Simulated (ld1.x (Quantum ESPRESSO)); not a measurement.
**What one change does to a pseudopotential (ytterbium, TM)**

ytterbium, norm-conserving Troullier–Martins (Kleinman–Bylander form), made with ld1.x (Quantum ESPRESSO) 7.5 (Wu–Cohen, scalar-relativistic). Core [Kr] 4d10 4f13, reference 5s2 5p6 5d1 6s2 6p0. Waves: 5p (bound): rc 1.55 bohr; 5d (bound): rc 2.15 bohr; 5s (bound): rc 1.40 bohr. Local part: the s channel. Core correction: none.

Occupied shells without a wave of their own: 6s. They enter only through the test configuration that unscreens the potential.

Change: wave 5s (bound): rc 1.40 bohr becomes 5s (bound): rc 1.06 bohr.

Cutoffs: the cutoffs (Ry, on a coarse ladder) from which the occupation-weighted sum of valence levels, in a spherical-Bessel basis at the reference potential, stays within 10 and 1 mRy of its value at 400 Ry; they do not see the model core or the augmentation charge, which bear on the density cutoff. Errors are all-electron minus pseudo energies relative to the spin-unpolarised reference configuration.

Problem. What does the change do?

Solution. The potential gets harder (80 Ry and 140 Ry → 90 Ry and 180 Ry); of the 7 tests that both files solve, the error grows in 0 and shrinks in 5 by more than 15 % and 0.3 meV (median size 203.7 → 154.5 meV); neither file shows a bound ghost. A smaller radius makes the pseudo-wave follow the all-electron one further in, where it bends more sharply, so more plane waves are needed. Less of the atom is replaced, so other configurations are described better.

| quantity | base | changed |
| --- | --- | --- |
| cutoff, loose | 80 Ry | 90 Ry |
| cutoff, tight | 140 Ry | 180 Ry |
| loose cutoff by channel (10 mRy a level) | p 40 Ry, d 18 Ry, s 70 Ry | p 40 Ry, d 18 Ry, s 80 Ry |
| bound ghosts | none | none |
| largest miss of a reference level, eV | 0.11 | 0.05 |
| error for 5s2 5p6 5d1 6s1 6p0, meV [ΔE 7.28 eV] | -144 | -68 |
| error for 5s2 5p6 5d1 6s0 6p0, meV [ΔE 20.27 eV] | -353 | -155 |
| error for 5s2 5p6 5d0 6s0 6p0, meV [ΔE 40.19 eV] | -566 | -286 |
| error for 5s2 5p6 5d1 6s1 6p1, meV [ΔE 3.39 eV] | -108 | -45 |
| error for 5s2 5p6 5d0 6s2 6p1, meV [ΔE 1.13 eV] | +10 | +6.1 |
| error for 5s1 5p6 5d1 6s2 6p0, meV [ΔE 65.32 eV] | -378 | -386 |
| error for 5s2 5p5 5d1 6s2 6p0, meV [ΔE 36.38 eV] | -204 | -218 |
| s: phases at 2.36 bohr within 0.05 rad from the reference energy up to (Ry; the scan ends near 5) | -0.1 | 0.3 |
| p: phases at 2.36 bohr within 0.05 rad from the reference energy up to (Ry; the scan ends near 5) | 1.7 | 1.8 |
| d: phases at 2.36 bohr within 0.05 rad from the reference energy up to (Ry; the scan ends near 5) | 4.4 | 4.4 |

Base: The 6s level has no wave, so the channel is fitted at the deeper level alone: the likely source of the large errors. Changed file: The 6s level has no wave, so the channel is fitted at the deeper level alone: the likely source of the large errors.
